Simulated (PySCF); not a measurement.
Manganese: a sound run and one with changed settings

Sound run: Mn [Ar] 3d5 4s2, Mn⁺ [Ar] 3d5 4s1. All numbers are calculated (PySCF 2.14, the non-relativistic Hamiltonian (point nucleus), in 6-31G* (5s4p2d1f, 34 functions)). In the sound run the correlated levels freeze [Ar]. The sound run starts from symmetry-adapted Hartree-Fock orbitals and uses a fine grid where one is needed.

Changed run: basis STO-3G. This setting is unsound on purpose.

```
species  method  sound run (hartree)  changed run (hartree)  converged
     Mn     UHF          -1149.71950            -1137.64844        yes
     Mn    MN15          -1150.88864            -1136.84436        yes
     Mn  M06-2X          -1150.82021            -1138.57205        yes
     Mn     MP2          -1149.79031            -1137.66872        yes
    Mn⁺     UHF          -1149.50143            -1137.50099        yes
    Mn⁺    MN15          -1150.62465            -1136.65488        yes
    Mn⁺  M06-2X          -1150.52719            -1138.34443        yes
    Mn⁺     MP2          -1149.54849            -1137.50111        yes
```

Ionisation energy of Mn:

| method | sound run (eV) | changed run (eV) |
| --- | --- | --- |
| UHF | 5.934 | 4.012 |
| MN15 | 7.184 | 5.156 |
| M06-2X | 7.973 | 6.194 |
| MP2 | 6.580 | 4.561 |
| SCS-MP2 | 6.714 | 4.670 |

A minimal basis cannot let orbitals breathe on ionisation and holds almost no correlation.

For comparison, NIST gives 7.434 eV between the lowest levels.
